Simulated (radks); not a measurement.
Removal energies from the osmium ion Os12+, [Kr] 4d10 4f14 5s2 5p(1/2: 2, 3/2: 0), by Delta-SCF beside the eigenvalue of the level emptied. Calculated with a radial shooting solver on a logarithmic mesh with Libxc functionals: Dirac Kohn-Sham, relativistic LDA (MacDonald-Vosko exchange, VWN5 correlation), spin-unpolarised, spherical densities, finite nucleus; Fermi nuclear charge, rms radius of each element as measured or else 0.836 A^(1/3) + 0.57 fm. Sub-shells are occupied by j as written (lower j first in brackets).

removed from,final configuration,Delta-SCF (eV),-eigenvalue (eV)
5p1/2,"[Kr] 4d10 4f14 5s2 5p(1/2: 1, 3/2: 0)",267.50,256.25
4f7/2,"[Kr] 4d10 4f(5/2: 6, 7/2: 7) 5s2 5p(1/2: 2, 3/2: 0)",280.52,262.92
4f5/2,"[Kr] 4d10 4f(5/2: 5, 7/2: 8) 5s2 5p(1/2: 2, 3/2: 0)",283.58,265.86
5s1/2,"[Kr] 4d10 4f14 5s1 5p(1/2: 2, 3/2: 0)",302.83,291.02
